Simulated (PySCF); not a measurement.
Species: C2H7BN2.
SMILES: `B1NCCN1`

The closed-shell ground state was solved at several levels (PySCF, density fitting, gas phase, non-relativistic). Geometry: PBE0-D3(BJ)/def2-SVP; no solvent, vibrations or thermal averaging.

```json
{"level": "B3LYP/pcJ-1", "basis functions": "205", "total energy (Eh)": "-214.8618", "HOMO (eV)": "-5.64", "LUMO (eV)": "1.16", "gap (eV)": "6.80", "dipole (D)": "1.36"}
{"level": "PBE0/pcSseg-1", "basis functions": "120", "total energy (Eh)": "-214.5603", "HOMO (eV)": "-5.89", "LUMO (eV)": "1.48", "gap (eV)": "7.37", "dipole (D)": "1.39"}
{"level": "KT2/pcSseg-2", "basis functions": "278", "total energy (Eh)": "-218.5851", "HOMO (eV)": "-4.75", "LUMO (eV)": "-0.04", "gap (eV)": "4.71", "dipole (D)": "1.25"}
```

Estimate the row for CAM-B3LYP/def2-SVPD, a basis of 156 functions; the other rows only guide the guess.

Total energy -214.5928 Eh, HOMO -7.37 eV, LUMO 1.21 eV, gap 8.58 eV, dipole 1.26 D.

Over all these levels, which gives the widest orbital gap and which the narrowest?

CAM-B3LYP/def2-SVPD (range-separated hybrid) has the widest, 8.58 eV, and KT2/pcSseg-2 (GGA) the narrowest, 4.71 eV. Functional and basis both differ between the two, so the spread mixes both effects.

How far do the dipole and the HOMO energy spread over the levels?

The dipole runs from 1.25 to 1.39 D (mean 1.32 D) and the HOMO from -7.37 to -4.75 eV.
